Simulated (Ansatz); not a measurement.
CH7FSi2, SMILES F[SiH2]C[SiH3].

The structure is a stationary point at PBE-D3(BJ)/def2-SVP. One conformer was computed; it need not be the lowest.

Two levels are set side by side: PBE/def2-SVPD (Ansatz, an electronic-structure program) and CAM-B3LYP/def2-SVPD (Ansatz). Energy differences of separate SCF runs at the same geometry; the states with an electron removed or added have multiplicity 2 and 2. Differences are taken from unrounded values.

| quantity | CAM-B3LYP |
|---|---|
| vertical ionisation energy (eV) | 11.09 |
| vertical singlet–triplet gap (eV) | 7.57 |

Task: What does PBE give, and how far is it from CAM-B3LYP? (Estimate from the structure and the level; the computed values follow.)

Result: 
| quantity | PBE | PBE minus CAM-B3LYP |
|---|---|---|
| vertical ionisation energy (eV) | 10.50 | -0.58 |
| vertical singlet–triplet gap (eV) | 6.71 | -0.86 |
